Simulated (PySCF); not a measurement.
The second ionisation energy along group 16

All values are computed (PySCF 2.14, energy differences of UHF-based or UKS calculations, no spin-orbit coupling). Values in eV. The last column holds reference values (NIST; (s) semi-empirical, (t) theoretical, else measured). Unmarked ones compare directly (S terms, centres of terms, or small fine structure); those marked * lie between the lowest fine-structure levels and include a spin-orbit shift.

```
                        element                         configurations     UHF  MP2 (valence)  SCS-MP2 (valence)        reference
 O (x2c-TZVPall, spin-free X2C)            [He] 2s2 2p3 → [He] 2s2 2p2  34.573         35.191             34.939         35.121 *
 S (x2c-TZVPall, spin-free X2C)            [Ne] 3s2 3p3 → [Ne] 3s2 3p2  22.706         23.310             23.126         23.338 *
Se (x2c-TZVPall, spin-free X2C)  [Ar] 3d10 4s2 4p3 → [Ar] 3d10 4s2 4p2  20.850         21.352             21.203  21.196 ± 0.01 *
Te (x2c-TZVPall, spin-free X2C)  [Kr] 4d10 5s2 5p3 → [Kr] 4d10 5s2 5p2  18.361         18.753             18.634     18.6 ± 0.4 *
```

"Valence" correlates the outer s and p shells and, in groups 3 to 12 and the f block, the outer d or f shell, open or full, or the next shell where the ion has no valence electron left; the wider scheme adds the next inner shell.
